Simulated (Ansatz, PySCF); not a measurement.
Reaction 2 R1 → P1 + P2, each structure at its B3LYP-D3(BJ)/def2-TZVP stationary point, reached from a drawn start (curvature not checked).
P1: Br4Se (SMILES Br[Se](Br)(Br)Br), charge 0, multiplicity 1.
R1, Br3Se (SMILES Br[Se](Br)Br) (charge 0, multiplicity 2):
```xyz
4

Se    -0.0007    -0.0018    -0.4069
Br     2.3728    -0.0098     0.1289
Br    -1.1755     2.0590     0.1319
Br    -1.1965    -2.0474     0.1461
```
P2, Br2Se (SMILES Br[Se]Br) (charge 0, multiplicity 1):
```xyz
3

Se     0.00500     0.00489    -0.97000
Br     1.82507    -0.00615     0.49433
Br    -1.82998     0.00126     0.47567
```

Quantity: the reaction energy.

P less R. No zero-point or thermal terms; singlets are restricted closed shells; open shells are unrestricted; no spin–orbit coupling.

Cores are frozen in the correlated methods. In cc and def2 sets filled d and f shells under p-block atoms count as core. CBS: X⁻³ extrapolation of the correlation energy, Hartree–Fock from the larger set.

Run with Ansatz (a program for electronic structure); PySCF for the D3/D4 terms. All values are computed, each at the level named.

Costs are ratios of core time to PBE/def2-TZVPP (roughly 19 s), for whole runs (searches for the state included, and forces where a run took them) on one shared machine, so rough; each difference counts from -80.2 kJ/mol (CCSD(T)/CBS(cc-pVTZ, cc-pVQZ), a level with limits of its own).

A star marks coupled-cluster runs past 200 virtual orbitals, where the program's memory plan changes under this machine's limit, so their costs aren't comparable with smaller runs.

```json
[
 {"level": "PBE/def2-TZVPP", "basis functions": "240", "cost": "×1"},
 {"level": "BLYP-D3(BJ)/def2-TZVPP", "basis functions": "240", "cost": "×1"},
 {"level": "r2SCAN-D3(BJ)/def2-TZVPP", "basis functions": "240", "cost": "×2"},
 {"level": "B3LYP/def2-TZVPP", "basis functions": "240", "cost": "×2"},
 {"level": "BHLYP-D3(BJ)/def2-TZVPP", "basis functions": "240", "cost": "×2"},
 {"level": "PBE0-D3(BJ)/def2-TZVPP", "basis functions": "240", "cost": "×2"},
 {"level": "CAM-B3LYP/def2-TZVPP", "basis functions": "240", "cost": "×2"},
 {"level": "CAM-B3LYP-D3(BJ)/def2-TZVPP", "basis functions": "240", "cost": "×2"},
 {"level": "CCSD(T)/cc-pVDZ", "basis functions": "135", "cost": "×3"},
 {"level": "wB97M-V/def2-TZVPP", "basis functions": "240", "cost": "×5"},
 {"level": "CCSD(T)/cc-pVTZ", "basis functions": "215", "cost": "×20"},
 {"level": "CCSD(T)/cc-pVQZ", "basis functions": "340", "cost": "×300*"}
]
```

**Question.** Which is the cheapest listed level whose difference stays within 4.2 kJ/mol?

**Answer.** none of those listed.

**Question.** With a budget of 100 times the cost of PBE/def2-TZVPP, which level comes closest?

**Answer.** wB97M-V/def2-TZVPP, at 8.6 kJ/mol; next is CCSD(T)/cc-pVTZ at 12.2 kJ/mol.

**Question.** With a budget of 10 times the cost of PBE/def2-TZVPP, which level comes closest?

**Answer.** wB97M-V/def2-TZVPP, at 8.6 kJ/mol; next is BHLYP-D3(BJ)/def2-TZVPP at 27.6 kJ/mol.

**Question.** What does the step from CCSD(T)/cc-pVDZ to CCSD(T)/cc-pVTZ cost and buy?

**Answer.** 135 to 215 functions, cost ×5 (rough); the difference goes from 28.3 to 12.2 kJ/mol.

Each difference (kJ/mol): PBE/def2-TZVPP 66.4; BLYP-D3(BJ)/def2-TZVPP 70.6; r2SCAN-D3(BJ)/def2-TZVPP 57.0; B3LYP/def2-TZVPP 59.4; BHLYP-D3(BJ)/def2-TZVPP 27.6; PBE0-D3(BJ)/def2-TZVPP 37.4; CAM-B3LYP/def2-TZVPP 37.4; CAM-B3LYP-D3(BJ)/def2-TZVPP 32.8; CCSD(T)/cc-pVDZ 28.3; wB97M-V/def2-TZVPP 8.6; CCSD(T)/cc-pVTZ 12.2; CCSD(T)/cc-pVQZ 4.4.
